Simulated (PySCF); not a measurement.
Job file and geometry (Å, from GFN2-xTB) of an NMR shielding run on `C=CC[SiH2]CC(F)=C(F)F`, C6H9F3Si, PySCF 2.14.0, density-fitted response routines, GIAO PBE0/pcSseg-1 NMR shielding, non-relativistic, gas phase; density fitting, a coarse starting grid and PySCF grid level 2 are the driver's defaults:

```
$ OMP_NUM_THREADS=1 python probes_run.py task.json out

{"job": {"kind": "nmr", "xc": "PBE0", "basis": "pcSseg-1"}, "charge": 0, "multiplicity": 1}
C      2.390616     1.048713     0.759438
C      2.316955    -0.128384     0.165054
C      1.443358    -0.424163    -1.008848
Si    -0.083868    -1.449533    -0.497972
C     -1.083388    -0.433547     0.801331
C     -1.707437     0.760446     0.196728
F     -0.885344     1.808336    -0.024263
C     -2.972662     0.875670    -0.187377
F     -3.868212    -0.100019    -0.021742
F     -3.531394     1.934816    -0.766023
H      1.818766     1.892909     0.411053
H      3.025915     1.220454     1.611696
H      2.897263    -0.964072     0.534394
H      2.012566    -0.980458    -1.754744
H      1.122845     0.511558    -1.469164
H      0.309908    -2.694700     0.167420
H     -0.950248    -1.706367    -1.651214
H     -0.406981    -0.107409     1.591046
H     -1.858461    -1.055001     1.241874
```

Task: What does the program print?

Result: 
```
coarse grid: 16984 points
cycle   1  E = -822.0735538208  dE =  1.273e+00  |g| = 7.956e-01  |ddm| = 3.930e+00
cycle   2  E = -821.9633678445  dE =  1.102e-01  |g| = 1.145e+00  |ddm| = 1.279e+00
cycle   3  E = -822.1895337285  dE = -2.262e-01  |g| = 1.064e-01  |ddm| = 8.189e-01
cycle   4  E = -822.1913498452  dE = -1.816e-03  |g| = 4.869e-02  |ddm| = 1.184e-01
cycle   5  E = -822.1918303324  dE = -4.805e-04  |g| = 1.174e-02  |ddm| = 4.656e-02
cycle   6  E = -822.1918505026  dE = -2.017e-05  |g| = 4.905e-03  |ddm| = 1.174e-02
cycle   7  E = -822.1918558473  dE = -5.345e-06  |g| = 7.863e-04  |ddm| = 4.893e-03
final grid: 162336 points
cycle   8  E = -822.2689647437  dE = -5.412e-05  |g| = 9.653e-03  |ddm| = 3.392e-02
cycle   9  E = -822.2689491670  dE =  1.558e-05  |g| = 1.340e-02  |ddm| = 1.772e-02
cycle  10  E = -822.2689857214  dE = -3.655e-05  |g| = 1.439e-03  |ddm| = 1.014e-02
cycle  11  E = -822.2689861190  dE = -3.976e-07  |g| = 3.366e-04  |ddm| = 1.282e-03
cycle  12  E = -822.2689861417  dE = -2.267e-08  |g| = 1.313e-04  |ddm| = 3.526e-04
cycle  13  E = -822.2689861449  dE = -3.245e-09  |g| = 4.242e-05  |ddm| = 1.347e-04
cycle  14  E = -822.2689861453  dE = -3.899e-10  |g| = 6.553e-06  |ddm| = 4.387e-05
converged SCF energy = -822.2689861453

GIAO shielding tensors (ppm)
atom      isotropic    diamagn.    paramagn.     s11        s22        s33       span
  0 C       62.801     254.987    -192.187    -50.120     80.419    158.103    208.223
  1 C       45.885     258.304    -212.419    -73.512     50.370    160.797    234.309
  2 C      165.006     253.287     -88.281    150.405    158.833    185.781     35.376
  3 Si     387.874     881.161    -493.287    350.504    394.129    418.990     68.486
  4 C      176.621     254.565     -77.944    165.086    171.225    193.552     28.466
  5 C       47.596     251.096    -203.500      9.287     52.709     80.791     71.505
  6 F      355.129     477.259    -122.129    288.144    372.321    404.923    116.779
  7 C       20.643     252.104    -231.461    -37.912     43.378     56.464     94.376
  8 F      297.964     474.682    -176.718    249.261    304.735    339.896     90.634
  9 F      280.521     469.973    -189.452    261.311    284.167    296.085     34.774
 10 H       26.116      32.755      -6.639     22.384     25.825     30.141      7.756
 11 H       26.280      28.981      -2.702     23.339     25.572     29.928      6.589
 12 H       25.676      30.924      -5.247     23.353     25.715     27.961      4.608
 13 H       29.787      30.025      -0.238     25.371     27.533     36.457     11.086
 14 H       29.584      33.336      -3.752     27.141     28.229     33.381      6.240
 15 H       27.447      30.294      -2.847     23.755     25.485     33.101      9.347
 16 H       27.478      30.171      -2.694     23.820     26.148     32.465      8.645
 17 H       29.609      32.592      -2.983     26.208     27.758     34.860      8.652
 18 H       30.011      31.152      -1.140     24.800     28.890     36.343     11.542
```

Task: Turn these shieldings into chemical shifts. References, each an isolated molecule treated in the same way: 13C (σref 186.93), 29Si (σref 349.16), 1H (σref 31.72) against TMS; CFCl3 for 19F (σref 170.95).

Result: Averaging equivalent atoms: C 7: 166.3; C 1: 141.0; C 5: 139.3; C 0: 124.1; C 2: 21.9; C 4: 10.3; Si 3: -38.7; F 9: -109.6; F 8: -127.0; F 6: -184.2; H 12: 6.04; H 10: 5.60; H 11: 5.44; H 15/16: 4.25; H 13/14: 2.03; H 17/18: 1.91 ppm. Unscaled 19F shifts against computed CFCl3 carry errors that often reach 10 to 50 ppm.

Size and cost of the density-fitted run: 222 basis functions, 83 s wall time on 1 thread of an Arm Neoverse N1, shared host; peak memory 1.1 GiB.
